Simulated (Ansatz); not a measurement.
Basis sets compared for CoO3F3H6⁻ (relaxed from a model of mer-[CoF3(H2O)3]-, whose bonding it doesn't keep). The state is a quartet with charge -1. Geometry r2SCAN-D4/def2-SVPD. Ansatz on 4 threads of Intel Xeon Platinum 8488C on a shared host; times are rough, and most runs start from earlier orbitals.

```xyz
13

Co    0.122   -0.292   -0.273
F     1.123    1.293    0.105
F    -1.638   -0.550    0.398
F     0.970   -1.770   -1.130
O    -1.255    2.051    1.446
H    -0.347    2.003    1.096
H    -1.617    1.182    1.194
O     0.322    0.671   -2.304
H     0.884   -0.101   -2.486
H     0.862    1.259   -1.733
O     0.426   -1.779    1.518
H     0.690   -2.292    0.731
H    -0.542   -1.675    1.439
```

The 6-31G sets use Cartesian d functions. In the quartet geometry the species has come apart into loosely held pieces.

```
            level  functions  energy (Eh)  HOMO (eV)  LUMO (eV)  wall time
         HF/6-31G         95   -1907.7133      -8.78       6.89      2.5 s
 PBE-D4/def2-SVPD        220   -1910.5597      -0.39       0.76      6.5 s
PBE0-D4/def2-SVPD        220   -1910.5642      -3.17       3.02       24 s
```

Task: Estimate the rows for HF/def2-TZVPD, PBE-D4/def2-TZVPD (with forces), PBE0-D4/def2-TZVPD.

Result: 
```tsv
level	functions	energy (Eh)	HOMO (eV)	LUMO (eV)	wall time
HF/def2-TZVPD	342	-1908.2772	-9.09	4.62	41 s
PBE-D4/def2-TZVPD (with forces)	342	-1911.3345	-0.30	0.86	13 s
PBE0-D4/def2-TZVPD	342	-1911.3351	-3.02	3.07	51 s
```
